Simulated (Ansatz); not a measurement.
Ga(H2S)F3 (GaH₂SF₃). Charge 0, multiplicity 3. Geometry PBE-D4/def2-SVP, that of the neutral singlet.

```xyz
7

Ga   -0.5095    0.7613   -0.4609
S     1.1524   -1.0874    0.0889
H     1.3064   -0.6034    1.3566
H     0.1423   -1.9173    0.4834
F     0.5839    2.1347   -0.6338
F    -1.4007    0.6317    1.0631
F    -1.2750    0.0804   -1.8971
```

At PBE-D4/def2-TZVP the gap within one spin of the charge 0 triplet nearly closes, so an electron or hole may be smeared out by delocalisation error. At PBE0-D4/def2-TZVP a singlet of charge 0 lies 6.40 eV below the triplet at the same geometry.

Task: Estimate the α-spin orbital energies around the gap (eV) in Ansatz with PBE-D4/def2-TZVP, r2SCAN-D4/def2-TZVP, PBE0-D4/def2-TZVP.

Result: 
| orbital | PBE-D4/def2-TZVP | r2SCAN-D4/def2-TZVP | PBE0-D4/def2-TZVP |
| --- | --- | --- | --- |
| HOMO−5 | -9.51 | -10.23 | -11.68 |
| HOMO−4 | -9.44 | -10.08 | -11.51 |
| HOMO−3 | -9.37 | -10.05 | -11.47 |
| HOMO−2 | -9.27 | -10.01 | -11.36 |
| HOMO−1 | -9.14 | -9.89 | -11.35 |
| HOMO | -2.64 | -2.72 | -3.64 |
| LUMO | -2.57 | -2.51 | -1.77 |
| LUMO+1 | -1.94 | -1.79 | -1.11 |
| LUMO+2 | -0.33 | -0.08 | 0.42 |
| LUMO+3 | 0.60 | 0.94 | 1.37 |
| LUMO+4 | 0.71 | 1.04 | 1.45 |
| LUMO+5 | 2.97 | 3.55 | 3.85 |
| β HOMO | -9.03 | -9.84 | -11.30 |
| β LUMO | -8.44 | -8.28 | -7.63 |
